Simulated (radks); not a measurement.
Sn III, configuration [Kr] 4d9.5 5s2 5d0.5 (fractional occupations, a model configuration). All-electron calculation, Dirac Kohn-Sham, PBEsol, spin-unpolarised, spherical densities, point nucleus; open shells are shared between the two j in proportion to 2j + 1. Program: a radial shooting solver on a logarithmic mesh with Libxc functionals. Some entries of the table are withheld. Estimate them.

| orbital | occ. | eigenvalue (eV) | <r^2> (bohr^2) | <1/r> (bohr^-1) |
|---|---|---|---|---|
| 1s1/2 | 2 | -29003.40 | 0.001143 | 53.07 |
| 2s1/2 | 2 | -4397.361 | 0.01853 | (1) |
| 2p1/2 | 2 | (2) | 0.01377 | 12.29 |
| 2p3/2 | 4 | (3) | 0.01507 | 11.44 |
| 3s1/2 | 2 | (4) | 0.1317 | 4.349 |
| 3p1/2 | 2 | -750.2532 | 0.1266 | 4.258 |
| 3p3/2 | 4 | -708.1664 | 0.1352 | 4.051 |
| 3d3/2 | 4 | -501.4267 | 0.1161 | 3.898 |
| 3d5/2 | 6 | -492.7346 | 0.1186 | 3.845 |
| 4s1/2 | 2 | -156.4119 | 0.7548 | (5) |
| 4p1/2 | 2 | -117.4291 | 0.8495 | 1.596 |
| 4p3/2 | 4 | -109.7698 | 0.9082 | 1.529 |
| 4d3/2 | 3.8 | (6) | 1.345 | 1.249 |
| 4d5/2 | 5.7 | (7) | 1.378 | 1.232 |
| 5s1/2 | 2 | -28.5737 | 5.212 | 0.6027 |
| 5p1/2 | 0 | -20.2915 | 7.155 | 0.5101 |
| 5p3/2 | 0 | -19.4910 | 7.620 | 0.4922 |
| 6s1/2 | 0 | -9.9667 | 26.84 | 0.2632 |
| 5d3/2 | 0.2 | -9.6803 | 17.48 | 0.3222 |
| 5d5/2 | 0.3 | -9.6107 | 17.75 | 0.3197 |
| 4f5/2 | 0 | -5.1046 | (8) | 0.2129 |
| 4f7/2 | 0 | -5.1037 | (9) | 0.2127 |

Answer. 
(1) 2s1/2 <1/r> (bohr^-1): 12.31
(2) 2p1/2 eigenvalue (eV): -4109.602
(3) 2p3/2 eigenvalue (eV): -3879.148
(4) 3s1/2 eigenvalue (eV): -867.1436
(5) 4s1/2 <1/r> (bohr^-1): 1.711
(6) 4d3/2 eigenvalue (eV): -48.5049
(7) 4d5/2 eigenvalue (eV): -47.4228
(8) 4f5/2 <r^2> (bohr^2): 37.28
(9) 4f7/2 <r^2> (bohr^2): 37.31
